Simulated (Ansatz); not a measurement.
Frontier orbitals of `C[NH][In]([CH3])[SiH3]`.

| atom | x (Å) | y (Å) | z (Å) |
| --- | --- | --- | --- |
| C1 | -0.2668 | 0.7724 | 2.3455 |
| N2 | 0.5330 | 0.8773 | 1.1503 |
| In3 | 0.2790 | -0.0468 | -0.6283 |
| C4 | 1.7802 | 0.4716 | -2.0787 |
| Si5 | -1.7475 | -1.6126 | -0.7448 |
| H6 | -0.6896 | 1.7370 | 2.6587 |
| H7 | -1.1102 | 0.0978 | 2.1748 |
| H8 | 0.2952 | 0.3700 | 3.1996 |
| H9 | 1.3166 | 1.5021 | 1.2651 |
| H10 | 1.3168 | 0.9157 | -2.9611 |
| H11 | 2.4856 | 1.1856 | -1.6521 |
| H12 | 2.3257 | -0.4191 | -2.3944 |
| H13 | -1.3124 | -3.0365 | -0.8180 |
| H14 | -2.5679 | -1.3388 | -1.9583 |
| H15 | -2.6378 | -1.4758 | 0.4415 |

Total charge 0; spin multiplicity 1. Correlated methods include outer-core shells of In, which these sets cover unevenly. In: def2 effective core potential. All single points use the PBE0-D4/def2-TZVP geometry. It is one conformer, not always the lowest. Basis def2-TZVPP, Ansatz 0.2.0.

Orbital energies of one run (eV). Highest occupied ones, from the top: -5.19, -6.33, -7.09, -8.60, -8.67, -9.15, -9.88, -9.90, -10.33, -10.54, -11.68, -13.52, -16.39, -17.23. Empty: -1.61, -0.55, -0.19, 0.82, 1.08, 1.23.

(1) Which functional gave them?
A. r2SCAN
B. PBE0
C. HSE06 (plane-wave form)
D. BHLYP

## Answers

(1) A. HOMO energies: r2SCAN -5.19, BHLYP -7.35, PBE0 -6.18, HSE06 -5.78 eV.
